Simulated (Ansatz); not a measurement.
Coupled-cluster run, `ClC1C[SiH2][SiH2]1`.

```yaml
crystal:
  periodic: [false, false, false]
  atoms:
    - {symbol: Cl, position_ang: [-0.852750, 2.204787, 0.358386]}
    - {symbol: C, position_ang: [0.064975, 0.754955, 0.900209]}
    - {symbol: C, position_ang: [-0.806158, -0.500464, 0.716500]}
    - {symbol: Si, position_ang: [-0.490557, -0.830299, -1.141424]}
    - {symbol: Si, position_ang: [1.372045, 0.396862, -0.459066]}
    - {symbol: H, position_ang: [0.367557, 0.954381, 1.927377]}
    - {symbol: H, position_ang: [-1.831330, -0.378611, 1.071668]}
    - {symbol: H, position_ang: [-0.350116, -1.322176, 1.282048]}
    - {symbol: H, position_ang: [-1.449392, -0.164310, -2.058167]}
    - {symbol: H, position_ang: [-0.374902, -2.264091, -1.520998]}
    - {symbol: H, position_ang: [1.978257, 1.577660, -1.122003]}
    - {symbol: H, position_ang: [2.449171, -0.483793, 0.079471]}
basis:
  gaussian: {orbitals: def2-SVP}
correlation: {method: ccsd_t}
```

```sh
$ ansatz run in.yaml --threads 4 --pin off --events-out ev --progress --plain
```

Log, shortened:

```
Functional definition: HF
1145 factors; integrals over basis functions are off by at most 1.3e-3 eV
mean field evaluation 1: about -30386.3771 eV, gradient 2.4e1 eV
mean field evaluation 2: about -30386.3811 eV, gradient 2.4e1 eV
mean field evaluation 4: about -30388.5045 eV, gradient 3.2e0 eV
mean field evaluation 8: about -30388.5418 eV, gradient 1.1e-4 eV
mean field -30388.54178055 eV, -1116.7583123420 hartree, gradient 1.4e-6 eV, S^2 0.000000; 0 other end points of the search recorded, 0 dependent functions left out
17 core orbitals not correlated: weight in the atoms' cores, before any rotation towards them, 1.000 or more for the frozen orbitals, at most 0.000 for the correlated occupied ones
reference -30388.54178055 eV, -1116.7583123420 hartree; 15, 15 occupied and 85, 85 virtual orbitals, 1145 factors
second order -16.61196865 eV of doubles, -0.00000000 eV of singles
cycle   1  -17.82016011 eV  change    -1.2e0 eV  update   9.8e-2
cycle   2  -18.37475641 eV  change   -5.5e-1 eV  update   3.0e-2
cycle   3  -18.44720726 eV  change   -7.2e-2 eV  update   1.1e-2
cycle   4  -18.44507777 eV  change    2.1e-3 eV  update   3.2e-3
cycle   5  -18.44471274 eV  change    3.7e-4 eV  update   9.9e-4
cycle   6  -18.44448635 eV  change    2.3e-4 eV  update   3.4e-4
cycle   7  -18.44443101 eV  change    5.5e-5 eV  update   1.1e-4
cycle   8  -18.44444812 eV  change   -1.7e-5 eV  update   3.8e-5
cycle   9  -18.44445001 eV  change   -1.9e-6 eV  update   1.3e-5
perturbative correction -0.58426413 eV, -0.0214713107 hartree
Total energy: -30407.57049470 eV, -1117.4576046885 hartree
```

Run time 5.5 s (4 threads of a server CPU on a shared host); peak host memory 0.52 GiB.

Correlation energy per correlated electron: -0.634 eV. T1 diagnostic: 0.0109.
